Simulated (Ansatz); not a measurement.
Ansatz (a program for electronic structure) input (PBE0/def2-TZVP):

Ansatz 0.2 input:
```yaml
crystal:
  periodic: [false, false, false]
  atoms:
    - {symbol: C, position_ang: [-2.44523806, 0.10320825, -0.67082028]}
    - {symbol: C, position_ang: [-1.12325232, -0.56980455, -0.45571480]}
    - {symbol: C, position_ang: [-0.10150669, 0.03887169, 0.24277793]}
    - {symbol: O, position_ang: [-0.11031783, 1.19620849, 0.77793753]}
    - {symbol: C, position_ang: [1.20827651, -0.75498392, 0.40095085]}
    - {symbol: C, position_ang: [2.40614935, 0.02567517, -0.14111310]}
    - {symbol: H, position_ang: [-2.40932854, 1.08676436, -0.19451301]}
    - {symbol: H, position_ang: [-2.69653855, 0.26010534, -1.73317839]}
    - {symbol: H, position_ang: [-3.29869771, -0.44381870, -0.23585121]}
    - {symbol: H, position_ang: [-0.97168547, -1.56662098, -0.85822942]}
    - {symbol: H, position_ang: [1.36196407, -0.93170027, 1.47366947]}
    - {symbol: H, position_ang: [1.13505101, -1.73234558, -0.08803406]}
    - {symbol: H, position_ang: [3.36145472, -0.46492485, 0.08000445]}
    - {symbol: H, position_ang: [2.40642061, 1.02262089, 0.30277468]}
    - {symbol: H, position_ang: [2.32732994, 0.14245219, -1.22662646]}
basis:
  gaussian:
    orbitals: def2-TZVP
hamiltonian:
  xc: {name: PBE0}
total_charge: -1
```

End of the output:

```
integrals: 0.17 GiB planned
1447 factors; their error is unknown
0.33 GiB of the device are held for the grids
1.29 GiB of device memory are held for the factors and their scratch space
mean field: 1.30 GiB planned
mean field evaluation 1: about -7365.3660 eV, gradient 5.9e1 eV
mean field evaluation 2: about -7361.3382 eV, gradient 7.1e1 eV
mean field evaluation 4: about -7373.1249 eV, gradient 5.5e0 eV
mean field evaluation 8: about -7373.1716 eV, gradient 5.8e-1 eV
mean field evaluation 16: about -7373.1721 eV, gradient 5.4e-5 eV
mean field -7373.17209021 eV, -270.9590765996 hartree, gradient 5.4e-5 eV, S^2 0.000000; 0 other end points of the search recorded, 0 dependent functions left out
reference -7373.17212693 eV, -270.9590779489 hartree; 24, 24 occupied and 216, 216 virtual orbitals, 1447 factors
Total energy: -7373.17212693 eV, -270.9590779489 hartree
```

It need not be the lowest isomer of its formula. Whether it binds its extra electron was not tested at this geometry.
